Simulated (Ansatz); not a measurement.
A series at Hf: from `[F][Hf]([F])([F])[Cl]`, ligands are replaced one by one, each step taking up HCl and setting free H–F; n counts the steps. Ansatz, PBE0-D4/def2-TZVP geometries.

```
n                    molecule  zero-point energy, PBE0-D4/def2-TZVP (kJ/mol)
0     `[F][Hf]([F])([F])[Cl]`                                           18.7
1    `[F][Hf]([F])([Cl])[Cl]`                                           16.7
2   `[F][Hf]([Cl])([Cl])[Cl]`                                              ?
3  `[Cl][Hf]([Cl])([Cl])[Cl]`                                           12.4
```

By hand: fit a straight line y = ȳ + b (n − n̄) to the 3 given rows and predict n = 2.

n̄ = 1.333, ȳ = 15.93; Σ(n − n̄)(y − ȳ) = -9.83, Σ(n − n̄)² = 4.667, so b = -2.11 kJ/mol a step. Prediction: 15.93 + (-2.11) × (0.667) = 14.5 kJ/mol.

By hand: compare with the computed value, 14.6 kJ/mol, and give the steps along the whole series.

The line misses by 0.1 kJ/mol (computed minus predicted). Steps: -2.0, -2.1, -2.2 kJ/mol.

The steps differ by at most 0.2 kJ/mol, 10 % of a mean step, so the ligands' effects nearly add and a line is close. The miss is 1.6 % of the series' range.
